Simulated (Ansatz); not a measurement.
Z-matrix (Å, degrees):
```
Si
F 1 1.581
C 1 1.759 2 124.6
F 1 1.581 2 103.9 3 151.9
C 1 1.759 2 124.6 3 -56.1
H 3 1.084 1 160.4 2 73.1
H 5 1.084 1 160.4 2 -73.1
```

Charge 0, multiplicity 1.

Q: List the CAM-B3LYP/def2-TZVPP orbital energies in eV (Ansatz 0.2.0). (An estimate is asked.)

A: The calculation gave: Occupied: -1802.88, -673.91, -673.91, -279.60, -279.58, -147.25, -102.62, -102.58, -102.58, -35.37, -34.78, -24.60, -17.62, -17.44, -16.08, -15.81, -14.93, -14.81, -14.15, -13.77, -11.66, -10.56, -9.50. Lowest empty: 0.37, 1.28, 2.44, 2.77, 3.55, 4.01, 4.16, 5.27.
